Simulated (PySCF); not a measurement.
A structure optimised at PBE-D3(BJ)/def2-SVP, used in a PySCF frequency run:

```
Si
O 1 1.6651
H 2 0.9736 1 114.97
O 1 1.6736 2 109.95 3 49.00
H 4 0.9730 1 114.18 2 -127.51
C 1 1.8567 2 106.88 3 173.01
H 6 1.1071 1 110.70 2 175.71
H 6 1.1075 7 108.68 1 121.37
H 6 1.1089 7 108.71 8 117.99
Br 1 2.2692 2 110.92 3 -67.71
```
Charge 0, spin multiplicity 1.

### Question
Write its SMILES and formula.

### Answer
C[Si](O)(O)Br, CH₅BrO₂Si

### Question
What are its rotational constants (standard atomic weights)?

### Answer
3.5558, 1.4762, 1.4343 GHz
